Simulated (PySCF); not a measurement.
`CC[C@H](C)[Si@@H](N)P`, C₄H₁₄NPSi

Molfile (atoms numbered from 1):
```
C4H14NPSi
     RDKit          3D

 21 20  0  0  0  0  0  0  0  0999 V2000
   -1.7175    1.6771   -0.0741 C   0  0  0  0  0  0  0  0  0  0  0  0
   -1.6900    0.1925    0.2590 C   0  0  0  0  0  0  0  0  0  0  0  0
   -0.4908   -0.5327   -0.3542 C   0  0  2  0  0  0  0  0  0  0  0  0
   -0.6938   -2.0410   -0.2461 C   0  0  0  0  0  0  0  0  0  0  0  0
    1.1694   -0.0370    0.4527 Si  0  0  1  0  0  4  0  0  0  0  0  0
    2.3807   -1.0700   -0.2098 N   0  0  0  0  0  0  0  0  0  0  0  0
    1.8654    2.0159   -0.1516 P   0  0  0  0  0  0  0  0  0  0  0  0
   -0.8271    2.1781    0.3017 H   0  0  0  0  0  0  0  0  0  0  0  0
   -1.7560    1.8225   -1.1516 H   0  0  0  0  0  0  0  0  0  0  0  0
   -2.5904    2.1529    0.3681 H   0  0  0  0  0  0  0  0  0  0  0  0
   -1.6816    0.0582    1.3437 H   0  0  0  0  0  0  0  0  0  0  0  0
   -2.6104   -0.2666   -0.1155 H   0  0  0  0  0  0  0  0  0  0  0  0
   -0.4571   -0.2785   -1.4187 H   0  0  0  0  0  0  0  0  0  0  0  0
    0.1119   -2.5767   -0.7403 H   0  0  0  0  0  0  0  0  0  0  0  0
   -1.6321   -2.3382   -0.7135 H   0  0  0  0  0  0  0  0  0  0  0  0
   -0.7238   -2.3496    0.7969 H   0  0  0  0  0  0  0  0  0  0  0  0
    1.0193   -0.1486    1.9238 H   0  0  0  0  0  0  0  0  0  0  0  0
    2.2863   -2.0689   -0.1317 H   0  0  0  0  0  0  0  0  0  0  0  0
    3.3499   -0.8043   -0.1521 H   0  0  0  0  0  0  0  0  0  0  0  0
    1.5163    2.6206    1.0412 H   0  0  0  0  0  0  0  0  0  0  0  0
    3.1625    1.8113    0.2811 H   0  0  0  0  0  0  0  0  0  0  0  0
  1  2  1  0
  2  3  1  0
  3  4  1  0
  3  5  1  0
  5  6  1  0
  5  7  1  0
  1  8  1  0
  1  9  1  0
  1 10  1  0
  2 11  1  0
  2 12  1  0
  3 13  1  6
  4 14  1  0
  4 15  1  0
  4 16  1  0
  5 17  1  1
  6 18  1  0
  6 19  1  0
  7 20  1  0
  7 21  1  0
M  END
```

Method used: PySCF, TDDFT PBE0/def2-SVPD circular dichroism and optical rotation, one conformer, gas phase. Geometry: GFN2-xTB.

The molecule is flexible and this is one conformer; a measurement averages over conformers. States above about 7.1 eV (minus the energy of the highest occupied orbital) lie near or above the ionisation threshold and depend on the basis.

Stereocentres: C3 S, Si5 S.

(1) What is the specific rotation at 633, 589.3, 546, 436, 405, 365, 355 nm?

(2) And for the mirror image at 589.3 nm?

(3) What is the molar rotation [Φ] = [α]·M/100 of the geometry above at 589.3 nm?

Answers

(1) [α] in deg dm⁻¹ (g/mL)⁻¹:
| λ (nm) | origin-invariant length gauge | modified velocity gauge | length gauge (centre of mass) | isotropic polarisability (au) |
| --- | --- | --- | --- | --- |
| 633 | -17.8 | -27.6 | -18.0 | 113.6 |
| 589.3 | -20.9 | -32.4 | -21.1 | 114.1 |
| 546 | -24.9 | -38.6 | -25.1 | 114.7 |
| 436 | -42.5 | -66.6 | -42.8 | 117.2 |
| 405 | -51.2 | -80.6 | -51.5 | 118.4 |
| 365 | -67.5 | -107.3 | -67.8 | 120.5 |
| 355 | -73.0 | -116.3 | -73.3 | 121.1 |

(2) +20.9 deg dm⁻¹ (g/mL)⁻¹ (origin-invariant length gauge): the same size and the opposite sign.

(3) With M = 135.22 g/mol, -28.3 deg cm² dmol⁻¹ (origin-invariant length gauge).

The first excitation lies at 6.07 eV (204 nm) with R = -27.3 × 10⁻⁴⁰ esu² cm² (velocity form).
